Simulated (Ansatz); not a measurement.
Z-matrix (Å, degrees):
```
C
O 1 1.416
H 1 1.091 2 108.4
H 1 1.091 2 108.5 3 118.0
H 1 1.091 2 112.2 3 -121.0
B 2 1.336 1 125.3 3 122.4
Si 6 2.039 2 130.6 1 -0.1
F 6 1.336 2 115.8 1 179.8
F 7 1.612 6 112.6 2 -1.0
H 7 1.486 6 110.4 2 118.9
H 7 1.486 6 110.4 2 -121.0
```

Total charge 0; spin multiplicity 1.

List the ωB97M-V/def2-TZVPP orbital energies in eV (Ansatz). (Best estimate.)

The calculation gave: Occupied: -1807.79, -677.73, -677.48, -527.09, -283.17, -189.70, -148.79, -102.96, -102.88, -102.87, -36.60, -35.99, -32.32, -22.87, -18.92, -18.17, -17.20, -16.50, -16.23, -15.39, -15.34, -15.25, -14.83, -14.47, -12.81, -12.06, -11.80, -10.63. Lowest empty: 1.23, 1.49, 2.41, 3.24, 3.41, 3.86, 4.19, 4.69.
